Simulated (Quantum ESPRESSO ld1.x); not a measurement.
Species: Sr I. Configuration: [Kr] 5s2. All-electron calculation, Dirac Kohn-Sham, PBE, spin-unpolarised, spherical densities, point nucleus. Program: ld1.x of Quantum ESPRESSO 7.5.

Radial electron density D(r) = 4 pi r^2 rho(r):

r (bohr),D(r) (e/bohr)
0.005756,11.81
0.0067,14.72
0.007738,17.95
0.008937,21.61
0.0104,25.91
0.01202,30.26
0.01399,34.94
0.01615,39.19
0.01866,42.93
0.02172,45.93
0.02508,47.54
0.0292,47.72
0.03372,46.51
0.03895,44.32
0.04534,41.75
0.05236,40.06
0.06096,40.11
0.0704,42.46
0.08195,47.11
0.09465,52.33
0.1093,56.41
0.1273,57.36
0.147,54.10
0.1711,47.11
0.1976,39.66
0.2282,34.49
0.2656,33.59
0.3068,36.51
0.3572,40.40
0.4125,41.31
0.4802,37.33
0.5546,29.71
0.6404,21.01
0.7456,13.59
0.8611,9.554
1.002,7.973
1.158,7.599
1.337,7.058
1.556,5.789
1.798,4.173
2.093,2.588
2.417,1.548
2.791,0.9874
3.249,0.7423
3.752,0.6410
4.368,0.5325
5.045,0.3931
5.873,0.2384
6.783,0.1239
7.834,0.05360
9.119,0.01768
10.53,0.004831
12.26,0.0009162
14.16,0.0001399

D(r) has 3 maxima, at r = 0.0276, 0.122, 0.396 bohr, and minima at 0.0563, 0.253 bohr, inside which lie 2.07, 11.06 electrons.
